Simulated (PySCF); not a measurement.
Species: C7H13FO2.
Cartesian coordinates in Å at the PBE0-D3(BJ)/def2-SVP level; atoms count from 1:
```xyz
23
C7H13FO2 angstrom
C     -3.3629    0.9322    0.2564
C     -2.1543    0.0315    0.0644
C     -0.8748    0.8038   -0.2223
C      0.3432   -0.0846   -0.3345
O      0.5455   -0.7297    0.9047
C      1.6510   -1.5951    0.8834
C      2.9005   -0.8251    0.5098
O      2.7125   -0.1685   -0.7213
C      1.6125    0.6758   -0.7033
F      1.4952    1.1856   -1.9520
H     -4.2753    0.3484    0.4504
H     -3.2191    1.6159    1.1085
H     -3.5478    1.5534   -0.6349
H     -2.3409   -0.6748   -0.7637
H     -1.9949   -0.5868    0.9621
H     -0.6932    1.5380    0.5828
H     -0.9698    1.3752   -1.1603
H      0.1962   -0.8406   -1.1356
H      1.7443   -2.0345    1.8878
H      1.4882   -2.4145    0.1547
H      3.1330   -0.0907    1.3072
H      3.7662   -1.4925    0.3905
H      1.7776    1.5147    0.0080
```

NICS is the negative of the GIAO shielding at a point without a nucleus: at the ring centre (0) and 1 Å above and below it (1); zz is the component along the ring normal. Level: GIAO PBE0/pcSseg-1 (PySCF, non-relativistic, gas phase) on the PBE0-D3(BJ)/def2-SVP geometry, one conformer.

Ring bond lengths (Å), with Mayer bond orders in brackets: C4–O5 1.412 (0.89), O5–C6 1.404 (0.92), C6–C7 1.514 (1.04), C7–O8 1.408 (0.92), O8–C9 1.387 (0.93), C9–C4 1.525 (0.98).

Q: Give the NICS values of each ring in ppm.

A: 
```json
{"ring": "C4–O5–C6–C7–O8–C9", "type": "6-membered ring with 2 O; formal bonds all single", "NICS(0)": "-2.9", "NICS(1), two faces": "-2.5 / -1.5", "NICS(1)zz, two faces": "1.9 / 3.1", "rms pucker (Å)": "0.22", "centre to ring atoms, mean (Å)": "1.39"}
```

Q: What can be read from them?

A: 
- C4–O5–C6–C7–O8–C9: mean NICS(1)zz 2.5 ppm, near zero. C4, C6, C7, C9 have four or more neighbours, and the NICS criterion for π rings isn't applied.

Q: What field does 14.1 T along the ring normal induce along that normal at the first NICS(1) probe listed for ring C4–O5–C6–C7–O8–C9, 1 Å off the ring?

A: NICSzz × B0 = 1.9 ppm × 14.1 T = 27 μT, along the applied field.

Q: List the ring angles and the Hirshfeld charges of the ring atoms.

A: 
- C4–O5–C6–C7–O8–C9: C4 108.7° (+0.023 e), O5 112.4° (-0.130 e), C6 109.9° (-0.005 e), C7 110.0° (-0.001 e), O8 112.2° (-0.152 e), C9 111.1° (+0.116 e); sum 664.4° against 720° for a flat convex ring.

Q: How do the values depend on the level or the medium?

A: 
```tsv
level	NICS(0), C4–O5–C6–C7–O8–C9	mean NICS(1)zz, C4–O5–C6–C7–O8–C9
PBE0/pcSseg-1, gas	-2.9	2.5
PBE0/pcSseg-1, IEF-PCM acetonitrile	-2.8	2.6
PBE0/pcSseg-1, IEF-PCM cyclohexane	-2.9	2.5
```

The geometry is the same throughout; the continuum's cavity takes Bondi-type radii × 1.2.
